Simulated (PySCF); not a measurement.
C5H10BFO2.
Geometry (PBE0-D3(BJ)/def2-SVP, Å), atoms numbered from 1 in this order:
```
atom  x, y, z in Å
C1     1.731   -0.956    0.956
C2     1.231   -0.037    0.113
C3     2.132    0.861   -0.688
B4    -0.312    0.236   -0.008
O5    -0.693    1.508   -0.277
C6    -2.046    1.873   -0.387
O7    -1.323   -0.696    0.095
C8    -1.155   -2.044    0.271
F9    -1.028   -2.337    1.600
H10    2.813   -1.087    1.074
H11    1.093   -1.588    1.580
H12    1.931    1.917   -0.450
H13    1.947    0.753   -1.770
H14    3.196    0.652   -0.498
H15   -2.566    1.781    0.581
H16   -2.091    2.921   -0.713
H17   -2.580    1.245   -1.118
H18   -0.253   -2.416   -0.244
H19   -2.060   -2.555   -0.096
```

Computed with PySCF, TDDFT wB97X-D/def2-SVPD, vertical, gas phase, core orbitals frozen in the response.

Ground-to-excited transition dipoles (e·a0, same axes as the geometry; the sign carries no meaning), for the states with f of 0.002 or more among the lowest 9:

```
state  E (hartree)      μx      μy      μz
   S1       0.2400  -0.783   0.849  -0.708
   S3       0.2717   0.087  -0.353  -0.184
   S4       0.2894   0.329  -0.498   0.046
   S5       0.2969   0.007  -0.055   0.119
   S7       0.3030  -0.258  -0.246   0.222
   S8       0.3039   0.173   0.409  -0.502
   S9       0.3104   0.096  -0.125   0.039
```

(1) Work out the oscillator strengths.

(2) Which bond between heavy atoms lies closest to the direction of the S1 transition dipole?

(3) What angle do the transition dipoles of S3 and S4 make?

(4) What peak molar absorption coefficient would the strongest computed level give as a lone Gaussian band 0.4 eV wide at half height?

## Answers

(1) f = (2/3) ΔE |μ|² with ΔE in hartree (27.2114 eV).

```csv
state,|μ|² (au),|μ| (D),f
S1,1.834,3.44,0.293
S3,0.166,1.04,0.030
S4,0.358,1.52,0.069
S5,0.017,0.33,0.003
S7,0.176,1.07,0.036
S8,0.450,1.70,0.091
S9,0.026,0.41,0.005
```

(2) C1–C2, at 14° from it; next B4–O5 at 31°.

(3) |cos θ| = |μa·μb| / (|μa| |μb|) = 0.80, so θ ≈ 37° (taken between 0 and 90°, since the signs are arbitrary).

(4) ε(max) = 2.175×10⁸ f / FWHM, with the width in cm⁻¹. S1: 2.175×10⁸ × 0.2934 / 3226 ≈ 20000 L mol⁻¹ cm⁻¹.

The vertical ionisation energy (ΔSCF) is 9.50 eV, 1.06 eV above S9.

The run took 3.0 min on Arm Neoverse V2, one thread, shared host with 96 logical CPUs at a one-minute load of 27, and the process peaked at 1.2 GiB of memory.

One conformer stands for the species.
